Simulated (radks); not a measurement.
Values are calculated unless marked as measured or tabulated.
Ionisation of Hf3+, [Xe] 4f14 5d1, to Hf4+, [Xe] 4f14, under several functionals. Dirac Kohn-Sham, spin-unpolarised, spherical densities, finite nucleus; open shells fill j = l - 1/2 first; a radial shooting solver on a logarithmic mesh with Libxc functionals.

functional         E(Hf3+) (hartree)  Exc (hartree)  IE (eV)  -e(HOMO) (eV)  <r> HOMO (bohr)  IE error (eV)
SOGGA                    -15088.8997      -303.8093   33.118         27.321            1.908         -0.252
Wu-Cohen GGA             -15092.9116      -307.8636   33.237         27.432            1.905         -0.133
OLYP                     -15099.5031      -314.6745   33.287         27.406            1.925         -0.083
RPBE                     -15094.4945      -309.4574   33.179         27.368            1.922         -0.191
exchange-only PBE        -15089.8406      -304.7438   32.292         26.526            1.952         -1.078

NIST Atomic Spectra Database: 33.37 eV (semi-empirical). Closest: OLYP. The Delta-SCF values span 0.99 eV, the total energies 10.60 hartree. The highest occupied level is 5d3/2. Spin polarisation and multiplet splitting are left out, so open shells lie too high by an amount that depends on their filling.

Beside tabulated values, note that spin-unpolarised runs miss the spin-polarisation part of the exchange energy of open shells.
